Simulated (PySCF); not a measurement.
# Bond dissociation energies of `CCO[SiH3]` (C2H8OSi)

Parent: `CCO[SiH3]` (C2H8OSi). Numbering: `[CH3:1][CH2:2][O:3][SiH3:4]`

Computed at ωB97X-D3(BJ)/def2-TZVP // PBE0-D3(BJ)/def2-SVP with PySCF (density fitting, grid level 2). ωB97X-D3(BJ) is ωB97X-V with D3(BJ) in place of VV10. Thermal corrections: GFN2-xTB frequencies, unscaled, ideal gas at 298.15 K and 1 bar, quasi-RRHO entropy. These were taken at the GFN2-xTB minima.

```tsv
bond	r / Å	radicals	BDE(298 K) / kJ/mol	BDFE / kJ/mol	D₀ / kJ/mol	Dₑ / kJ/mol
C1–C2	1.510	CH3• + [CH2]O[SiH3]	368	316	360	396
C2–O3	1.408	[CH2]C + [O][SiH3]	388	327	380	417
Si4–H	1.498	CCO[SiH2] + H•	388	353	382	406
C2–H	1.108	C[CH]O[SiH3] + H•	390	353	383	421
C1–H	1.100	[CH2]CO[SiH3] + H•	423	386	416	458
O3–Si4	1.663	CC[O] + SiH3•	457	408	453	477
```

Homolysis to relaxed radicals in the gas phase; the table need not hold every single bond outside rings.

Weakest of these: C1–C2 (368 kJ/mol); strongest: O3–Si4 (457 kJ/mol).

Known limits: the order of C2–O3 and Si4–H, of Si4–H and C2–H is undecided: the gaps lie inside the method's error (some 10 kJ/mol, one structure a species).

Structures, frequencies and single points took 9.3 min of wall time on 1 thread of Intel Xeon @ 2.50GHz (shared host), launched as `OMP_NUM_THREADS=1 python redox_run.py task.json out`.
